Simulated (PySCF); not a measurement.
**SMILES CCOc1cc(F)n[n-]1, [C5H6FN2O]-, charge -1**

Geometry:
```
atom   x (Å)   y (Å)   z (Å)
  C1  -1.950   1.074  -0.234
  C2  -1.692  -0.431  -0.232
  O3  -0.572  -0.795   0.529
  C4   0.643  -0.461  -0.055
  C5   1.894  -0.753   0.489
  C6   2.724  -0.215  -0.489
  F7   4.096  -0.220  -0.464
  N8   2.062   0.329  -1.492
  N9   0.749   0.173  -1.218
 H10  -2.059   1.441   0.786
 H11  -2.854   1.299  -0.797
 H12  -1.096   1.556  -0.702
 H13  -2.537  -0.969   0.219
 H14  -1.557  -0.765  -1.270
 H15   2.144  -1.255   1.403
```

Total charge -1.

The calculation used GIAO wB97X-D/aug-pcSseg-1 magnetisability, rotational g tensor and spin-rotation constants, non-relativistic, gas phase (PySCF 2.14.0). Geometry: GFN2-xTB.

For an ion the centre-of-mass motion in the field is neglected.

(1) Give the nuclear spin-rotation constants along the inertial axes (H = +C I·J) beside the isotropic shieldings.

Results:

(1) Rotational constants 5.2076, 0.9208, 0.8277 GHz. A star marks the isotopologue with that one atom substituted, in its own axes.
| atom | isotope | Caa (kHz) | Cbb (kHz) | Ccc (kHz) | mean (kHz) | σ (ppm) |
| --- | --- | --- | --- | --- | --- | --- |
| F7 | 19F | 3.413 | 1.083 | 0.567 | 1.688 | 328.2 |
| N8 | 14N | 1.298 | 0.144 | 0.064 | 0.502 | -35.5 |
| N9 | 14N | 1.189 | 0.161 | 0.058 | 0.469 | -28.9 |
| H10 | 1H | -0.519 | -0.066 | 0.006 | -0.193 | 31.1 |
| H11 | 1H | -0.091 | -0.058 | -0.077 | -0.075 | 31.4 |
| H12 | 1H | -0.038 | -0.021 | -0.057 | -0.039 | 27.7 |
| H13 | 1H | 0.022 | -0.032 | -0.066 | -0.025 | 28.1 |
| H14 | 1H | -0.348 | -0.041 | 0.028 | -0.120 | 26.6 |
| H15 | 1H | -0.452 | 0.084 | -0.077 | -0.148 | 27.1 |
| C1 | 13C* | 0.827 | 0.133 | 0.111 | 0.357 | 168.1 |
| C2 | 13C* | 1.020 | 0.201 | 0.186 | 0.469 | 123.1 |
| O3 | 17O* | -0.732 | -0.140 | -0.088 | -0.320 | 237.2 |
| C4 | 13C* | 2.674 | 0.328 | 0.212 | 1.072 | 18.4 |
| C5 | 13C* | 1.201 | 0.269 | 0.116 | 0.529 | 120.2 |
| C6 | 13C* | 2.779 | 0.301 | 0.252 | 1.111 | 9.3 |

For the geometry as given, no vibrational averaging.
